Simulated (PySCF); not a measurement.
## Two-component Hartree-Fock for P⁶⁺ (phosphorus, charge +6)

Start: [He] 2s2 2p5; 2p1/2 filled at m_j = -1/2, +1/2; 2p3/2 filled at m_j = -1/2, +1/2, +3/2. Calculated with PySCF 2.14 in an uncontracted even-tempered set (19 s from 0.6 bohr⁻², ratio 2.4; 12 p from 0.78 bohr⁻², ratio 2.4; 5 d from 5.6 bohr⁻², ratio 2.6; 5 f from 8.5 bohr⁻², ratio 2.6): generalised Hartree-Fock with the X2C-1e Hamiltonian and a Gaussian nucleus; one run each with spin-orbit coupling (SO) switched off, then screened by Boettger's factors.

| spinor shell | electrons | ε, spin-free (eV) | ε, screened SO (eV) | weight of nominal j (screened SO) | rms radius, screened SO (bohr) |
| --- | --- | --- | --- | --- | --- |
| 1s1/2 | 2 | -2318.0 | -2317.9 | 1.000 | 0.120 |
| 2s1/2 | 2 | -320.42 | -320.40 | 1.000 | 0.543 |
| 2p1/2 | 2 | -267.92 | -268.18 | 0.619 | 0.509 |
| 2p3/2 | 3 | -267.92 | -267.82 | 0.746 | 0.510 |

```tsv
quantity	spin-free	screened SO
E (hartree)	-327.12532	-327.13749
M_J	3/2	3/2
⟨J²⟩	3.751	3.751
⟨L²⟩	2.001	2.001
⟨S²⟩	0.750	0.750
```

Each row is a mean over spinors that exchange with the open shell spreads, by up to 10.407 eV (2s1/2).

Rows whose weight is well below 1 are mixtures of j = l ± 1/2: exchange outweighs spin-orbit coupling there, and the label is only the starting occupation.

Without spin-orbit coupling the j labels of p, d and f shells carry no meaning; the spin-free column gives the mean over the occupied spinors of each nl shell.
